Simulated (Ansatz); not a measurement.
Species: prop-2-enylboronic acid, C3H7BO2, charge 0, multiplicity 1. 
Geometry from a B3LYP-D3(BJ)/def2-TZVP (Ansatz, a quantum-chemistry and plane-wave program) optimisation:
SMILES: C=CCB(O)O
```xyz
13

C      2.5207    -0.6129    -0.3065
C      1.2751    -0.9286     0.0272
C      0.3578    -0.0732     0.8494
B     -0.9376     0.3733     0.0648
O     -1.6440    -0.5874    -0.6126
O     -1.3018     1.6934     0.1102
H      3.1258    -1.2686    -0.9195
H      2.9797     0.3128     0.0229
H      0.8545    -1.8639    -0.3305
H      0.8859     0.8020     1.2315
H      0.0180    -0.6485     1.7217
H     -2.4265    -0.2892    -1.0861
H     -2.1052     1.9291    -0.3649
```

Total electronic energies in hartree. Cores are frozen in the correlated levels unless marked. No spin-orbit coupling. Non-relativistic. CBS(X,Y): correlation extrapolated as X^-3; Hartree-Fock from the larger set. [CCSD(T)-MP2]/basis is that difference in the basis named.

| level | program | energy (Eh) |
|---|---|---|
| HF/aug-cc-pVTZ | Ansatz | -292.30304 |
| HF/cc-pVTZ | Ansatz | -292.29946 |
| BLYP-D4/def2-TZVPD | Ansatz + dftd4 | -293.96314 |
| BLYP/def2-TZVPD | Ansatz | -293.94386 |
| r2SCAN-D4/def2-TZVPD | Ansatz + dftd4 | -293.87843 |
| B3LYP/def2-TZVPD | Ansatz | -294.05381 |
| BHLYP-D4/def2-TZVPD | Ansatz + dftd4 | -293.89259 |
| r2SCAN0-D4/def2-TZVPD | Ansatz + dftd4 | -293.84457 |
| r2SCAN0/def2-TZVPD | Ansatz | -293.84197 |
| CAM-B3LYP-D3(BJ)/def2-TZVPD | Ansatz + dftd3 | -293.91833 |
| CAM-B3LYP/def2-TZVPD | Ansatz | -293.91157 |
| LC-wPBE-D3(BJ)/def2-TZVPD | Ansatz + dftd3 | -293.85974 |
| wB97X/def2-TZVPD | Ansatz | -293.96370 |
| MP2/cc-pVDZ | Ansatz | -293.06898 |
| MP2/aug-cc-pVTZ | Ansatz | -293.39549 |
| RI-MP2/aug-cc-pVQZ | Ansatz | -293.47955 |
| SCS-MP2/aug-cc-pVTZ | Ansatz | -293.38516 |
| CCSD(T)/6-31G | Ansatz | -292.67671 |
| CCSD(T)/6-31G* | Ansatz | -293.05826 |
| CCSD(T)/cc-pVTZ | Ansatz | -293.45396 |
| CCSD(T)/cc-pwCVTZ | Ansatz | -293.47259 |
| RI-MP2/CBS(aug-cc-pVTZ,aug-cc-pVQZ)+[CCSD(T)-MP2]/aug-cc-pVDZ | Ansatz | -293.6070 |
| CCSD(T)/CBS(cc-pVTZ,cc-pVQZ) | Ansatz | -293.5942 |

Totals of different functionals don't rank their quality; only differences between species are comparable.
